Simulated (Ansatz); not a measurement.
```yaml
crystal:
  periodic: [false, false, false]
  atoms:
    - {symbol: O, position_ang: [1.076296, -1.300424, 0.666423]}
    - {symbol: Ge, position_ang: [0.006550, -0.028032, 0.047925]}
    - {symbol: F, position_ang: [-0.974929, 0.598141, 1.301581]}
    - {symbol: Cl, position_ang: [-1.265266, -0.886537, -1.389943]}
    - {symbol: Cl, position_ang: [1.207250, 1.543151, -0.667385]}
basis:
  gaussian: {orbitals: "6-31G*"}
magnetization: {spin_polarized: true, initial_magnetization: 1}
hamiltonian: {xc: {name: r2SCANh}, dispersion: d3bjatm}
```

```sh
$ ansatz run in.yaml --threads 4 --pin off --events-out ev --progress --plain --max-ram 10444MiB
```

It prints (some lines left out):

```
Functional definition: r2SCANh
888 factors; integrals over basis functions are off by at most 4.9e-4 eV
mean field evaluation 1: about -86301.3318 eV, gradient 5.2e1 eV
mean field evaluation 2: about -86136.5848 eV, gradient 1.4e2 eV
mean field evaluation 4: about -86312.8421 eV, gradient 2.7e1 eV
mean field evaluation 8: about -86315.6813 eV, gradient 3.5e-1 eV
mean field evaluation 16: about -86315.6986 eV, gradient 1.9e-3 eV
mean field evaluation 32: about -86315.6986 eV, gradient 7.2e-5 eV
mean field -86315.69855627 eV, -3172.0434150612 hartree, gradient 4.4e-6 eV, S^2 0.754491; 2 other end points of the search recorded, 0 dependent functions left out
reference -86315.69856831 eV, -3172.0434155036 hartree; 42, 41 occupied and 61, 62 virtual orbitals, 888 factors
Total energy: -86315.73946723 eV, -3172.0449185111 hartree
```

Hardware: 4 threads of an Arm Neoverse V1 on a shared host. Wall time 16 s, peak host memory 0.48 GiB.
